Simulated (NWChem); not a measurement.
Molecule: CH₅CdNS; SMILES C[S][Cd][NH2]

```xyz
9

Cd    -0.1074     0.5674    -0.0074
N      0.4851     2.5091     0.0224
H      0.1177     3.0005     0.8501
H      0.1265     3.0310    -0.7902
S     -0.5849    -1.7375     0.0104
C      1.0964    -2.4962    -0.0023
H      1.6684    -2.2368    -0.9138
H      0.9382    -3.5924     0.0056
H      1.6868    -2.2261     0.8942
```
Atoms are numbered in this order, from 1.

All runs: NWChem. Medium grid unless said otherwise, to which SCAN and Minnesota functionals are sensitive. Geometry: optimised at PBE-D3(BJ)/def2-SVP. Not confirmed as a minimum by frequencies. def2 effective core potentials on Cd; no spin-orbit coupling. Hybrids' shares of exact exchange are those that their runs print; pure functionals count as 0. The functionals differ in more than this share.

```
row                share of exact exchange  orbital gap (eV)
-----------------  -----------------------  ----------------
PBE/def2-SVP                          0.00              3.60
HCTH/407/def2-SVP                     0.00              3.55
B3LYP/def2-SVP                        0.20              5.05
r2SCAN0/def2-SVP                      0.25              5.91
M05-2X/def2-SVP                       0.56          withheld
```

Question: Fit a straight line of the last column on the one before it, predict the withheld value, and compare with the run.

Answer: 
1. Means of the 4 shown rows: x = 0.113, y = 4.527. Slope Σ(x − x̄)(y − ȳ)/Σ(x − x̄)² = 0.4501/0.05188 = 8.677; intercept 3.551.
2. The shown rows scatter about the line by 0.154 (root mean square); the largest residual is -0.24, at B3LYP/def2-SVP.
3. At x = 0.56 (M05-2X/def2-SVP; beyond the shown range) the line gives 8.41.
4. The run gives 7.63, -0.78 from the line, 5.1 times the scatter.
